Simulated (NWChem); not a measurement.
System: H$_{2}$PO$_{3}$, doublet; SMILES [P](O)(=O)O

All runs: NWChem. Pople sets run with spherical d functions. Spin-unrestricted. No stability test was run on the SCF state. Each level has its own optimisation; frequencies are unscaled. Brackets give each atom's bonded neighbours. One conformer.

| level | r O–P [O(P)–P(OOO)] (Å) | highest harmonic frequency (cm⁻¹) | lowest (cm⁻¹) | zero-point energy (kcal/mol) | dipole (D) |
|---|---|---|---|---|---|
| PBE/def2-SVP | 1.509 | 3688 | 142 | 19.2 | 3.48 |
| UHF/3-21G | 1.699 | 3930 | 176 | 20.5 | 2.66 |
| UHF/6-31G* | 1.458 | 4057 | 123 | 21.8 | 3.57 |
| B3LYP/3-21G | 1.609 | 3518 | 186 | 18.6 | 3.05 |
| PBE0/def2-SVP | 1.488 | 3861 | 124 | 20.2 | 3.60 |
